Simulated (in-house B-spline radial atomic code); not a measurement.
Computed with a B-spline radial atomic code. Model: two electrons, singlet ground state, non-relativistic, full CI in B-splines with partial waves to l = 8 (at full coupling up to 3e-4 hartree above the limit, correlation up to 0.6 % small), density held at that of full coupling by Lieb maximisation.

Along the adiabatic connection the electron repulsion is scaled by a coupling λ while a local potential keeps the density fixed. At λ = 0 the system is the Kohn-Sham one and W equals the exchange energy; the exchange-correlation energy is the area under W between 0 and 1. The kinetic energy rises with λ as the electrons avoid each other, with dT/dλ = −λ dW/dλ.

Command:
```bash
python run_ac.py task.json out
```
Settings (lengths in bohr, energies in hartree):
```
potential              harmonic
strength               11.3
lmax                   8
```

Run time, properties included: 4.6 s on 1 thread of Intel(R) Xeon(R) Processor @ 2.30GHz, on a shared host.

**W = mean repulsion less Hartree energy, and W of three functionals.**

Given: confinement harmonic well; well frequency 11.3 hartree; external potential omega^2 r^2/2.

Computed: LDA exchange minus exact 381.04 millihartree; PBE exchange minus exact 112.19 millihartree.

```json
{"coupling": "0", "W xc (hartree)": "-2.6273", "W xc minus exchange (millihartree)": "0", "kinetic minus Kohn-Sham (millihartree)": "0", "LDA (PW92) W minus its exchange (millihartree)": "0", "PBE W minus its exchange (millihartree)": "0", "SCAN W minus its exchange (millihartree)": "0"}
{"coupling": "0.02", "W xc (hartree)": "-2.6293", "W xc minus exchange (millihartree)": "-1.986", "kinetic minus Kohn-Sham (millihartree)": "0", "LDA (PW92) W minus its exchange (millihartree)": "-14.33", "PBE W minus its exchange (millihartree)": "-3.26", "SCAN W minus its exchange (millihartree)": "-1.91"}
{"coupling": "0.05", "W xc (hartree)": "-2.6322", "W xc minus exchange (millihartree)": "-4.952", "kinetic minus Kohn-Sham (millihartree)": "0.1", "LDA (PW92) W minus its exchange (millihartree)": "-30.24", "PBE W minus its exchange (millihartree)": "-8.08", "SCAN W minus its exchange (millihartree)": "-4.75"}
{"coupling": "0.12", "W xc (hartree)": "-2.6391", "W xc minus exchange (millihartree)": "-11.81", "kinetic minus Kohn-Sham (millihartree)": "0.7", "LDA (PW92) W minus its exchange (millihartree)": "-60.07", "PBE W minus its exchange (millihartree)": "-18.98", "SCAN W minus its exchange (millihartree)": "-11.25"}
{"coupling": "0.25", "W xc (hartree)": "-2.6516", "W xc minus exchange (millihartree)": "-24.32", "kinetic minus Kohn-Sham (millihartree)": "3", "LDA (PW92) W minus its exchange (millihartree)": "-104.06", "PBE W minus its exchange (millihartree)": "-38.18", "SCAN W minus its exchange (millihartree)": "-22.99"}
{"coupling": "0.4", "W xc (hartree)": "?", "W xc minus exchange (millihartree)": "?", "kinetic minus Kohn-Sham (millihartree)": "?", "LDA (PW92) W minus its exchange (millihartree)": "?", "PBE W minus its exchange (millihartree)": "?", "SCAN W minus its exchange (millihartree)": "?"}
{"coupling": "0.6", "W xc (hartree)": "-2.6839", "W xc minus exchange (millihartree)": "-56.593", "kinetic minus Kohn-Sham (millihartree)": "16.7", "LDA (PW92) W minus its exchange (millihartree)": "-192.8", "PBE W minus its exchange (millihartree)": "-84.89", "SCAN W minus its exchange (millihartree)": "-52.94"}
{"coupling": "0.8", "W xc (hartree)": "-2.7014", "W xc minus exchange (millihartree)": "-74.157", "kinetic minus Kohn-Sham (millihartree)": "29", "LDA (PW92) W minus its exchange (millihartree)": "-233.56", "PBE W minus its exchange (millihartree)": "-109.08", "SCAN W minus its exchange (millihartree)": "-69.13"}
{"coupling": "1", "W xc (hartree)": "-2.7184", "W xc minus exchange (millihartree)": "-91.117", "kinetic minus Kohn-Sham (millihartree)": "44.2", "LDA (PW92) W minus its exchange (millihartree)": "-269.91", "PBE W minus its exchange (millihartree)": "-131.83", "SCAN W minus its exchange (millihartree)": "-84.75"}
{"coupling": "1.4", "W xc (hartree)": "-2.7506", "W xc minus exchange (millihartree)": "-123.33", "kinetic minus Kohn-Sham (millihartree)": "82.8", "LDA (PW92) W minus its exchange (millihartree)": "-333.2", "PBE W minus its exchange (millihartree)": "-173.75", "SCAN W minus its exchange (millihartree)": "-114.4"}
{"coupling": "2", "W xc (hartree)": "-2.795", "W xc minus exchange (millihartree)": "-167.72", "kinetic minus Kohn-Sham (millihartree)": "158", "LDA (PW92) W minus its exchange (millihartree)": "-412.15", "PBE W minus its exchange (millihartree)": "-229.55", "SCAN W minus its exchange (millihartree)": "-155.43"}
{"coupling": "3", "W xc (hartree)": "-2.86", "W xc minus exchange (millihartree)": "-232.67", "kinetic minus Kohn-Sham (millihartree)": "319.5", "LDA (PW92) W minus its exchange (millihartree)": "-517.08", "PBE W minus its exchange (millihartree)": "-308.62", "SCAN W minus its exchange (millihartree)": "-216.2"}
{"coupling": "4.5", "W xc (hartree)": "?", "W xc minus exchange (millihartree)": "?", "kinetic minus Kohn-Sham (millihartree)": "?", "LDA (PW92) W minus its exchange (millihartree)": "?", "PBE W minus its exchange (millihartree)": "?", "SCAN W minus its exchange (millihartree)": "?"}
{"coupling": "7", "W xc (hartree)": "-3.0417", "W xc minus exchange (millihartree)": "-414.4", "kinetic minus Kohn-Sham (millihartree)": "1194.5", "LDA (PW92) W minus its exchange (millihartree)": "-781.85", "PBE W minus its exchange (millihartree)": "-526.26", "SCAN W minus its exchange (millihartree)": "-394.86"}
{"coupling": "10", "W xc (hartree)": "-3.1286", "W xc minus exchange (millihartree)": "-501.28", "kinetic minus Kohn-Sham (millihartree)": "1925.6", "LDA (PW92) W minus its exchange (millihartree)": "-904.88", "PBE W minus its exchange (millihartree)": "-633.67", "SCAN W minus its exchange (millihartree)": "-486.49"}
```

Q: What belongs in the row 0.4?

A: W xc (hartree): -2.6657; W xc minus exchange (millihartree): -38.398; kinetic minus Kohn-Sham (millihartree): 7.6; LDA (PW92) W minus its exchange (millihartree): -145.74; PBE W minus its exchange (millihartree): -58.98; SCAN W minus its exchange (millihartree): -36.09.

Q: What belongs in the row 4.5?

A: W xc (hartree): -2.9403; W xc minus exchange (millihartree): -313.03; kinetic minus Kohn-Sham (millihartree): 618.6; LDA (PW92) W minus its exchange (millihartree): -637.2; PBE W minus its exchange (millihartree): -404.63; SCAN W minus its exchange (millihartree): -293.32.

Q: What is the SCAN exchange minus exact?

A: 8.6436 millihartree.

**Energy parts, natural occupations and partial-wave weights.**

Computed: total energy 36.5076 hartree; exchange energy -2.6273 hartree; correlation energy -0.046904 hartree; kinetic part of the DFT correlation energy 0.044214 hartree; Hartree energy 5.2546 hartree; Kohn-Sham kinetic 16.307 hartree; Lieb Oxford ratio E_xc over LDA exchange 1.1905.

```tsv
natural	occupation of the shell (electrons)
s	1.9971
p	0.00256
s	0.0001459
d	0.0001214
p	?
f	1.6342e-05
```

Q: What belongs in the row p?

A: occupation of the shell (electrons): 2.4905e-05.

```csv
wave,weight
s,0.99863
p,?
d,6.364e-05
f,9.0269e-06
g,2.0889e-06
```

Q: What belongs in the row p?

A: weight: 0.0012932.

Q: What is the initial slope twice GL2?

A: -0.099485 hartree.

Q: What is the kinetic part over minus potential part?

A: 0.48524.

Half-way to full coupling W has made 52 % of its drop, against 50 % for a straight line, and second-order (GL2) theory, half the initial slope, overshoots the correlation energy by about 6 %: correlation is weak here. Over couplings 0 to 1 the errors in E_xc come to about +268 millihartree for LDA, +89 millihartree for PBE, +12 millihartree for SCAN, so SCAN is nearest. In LDA and PBE the errors of exchange and correlation have opposite signs, so the sum is smaller than the larger of the two.
